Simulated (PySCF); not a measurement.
CH4AlClFN, SMILES [Al]([Cl])([NH]C)[F].

Geometry: PBE0-D3(BJ)/def2-SVP. The structure was generated by enumeration; whether it is a known compound was not checked. Other conformers were not sampled.

Two levels are set side by side: TDDFT-PBE/def2-SVPD (PySCF) and TDDFT-B3LYP/def2-SVPD (PySCF). Vertical, same geometry. The lowest singlet is HOMO→LUMO 100 % with PBE and HOMO→LUMO 99 % with the other functional; states are paired by order. Differences are taken from unrounded values.

```tsv
quantity	TDDFT-B3LYP
lowest singlet excitation (eV)	4.95
lowest triplet excitation (TDA) (eV)	4.64
first bright state (f over 0.05) (eV)	6.36
its oscillator strength	0.13
```

Q: What does TDDFT-PBE give, and how far is it from TDDFT-B3LYP? (An estimate is asked for; the answer gives what the named calculation found.)

A: 
| quantity | TDDFT-PBE | TDDFT-PBE minus TDDFT-B3LYP |
|---|---|---|
| lowest singlet excitation (eV) | 4.44 | -0.52 |
| lowest triplet excitation (TDA) (eV) | 4.13 | -0.51 |
| first bright state (f over 0.05) (eV) | 5.85 | -0.51 |
| its oscillator strength | 0.12 | -0.01 |

Functionals without exact exchange tend to place singlet excitations lower, as here. Differences between two approximate levels are no errors against the true value.

Rough cost on one machine, each run with all the roots and properties that it gave: TDDFT-B3LYP against TDDFT-PBE about 3 times.
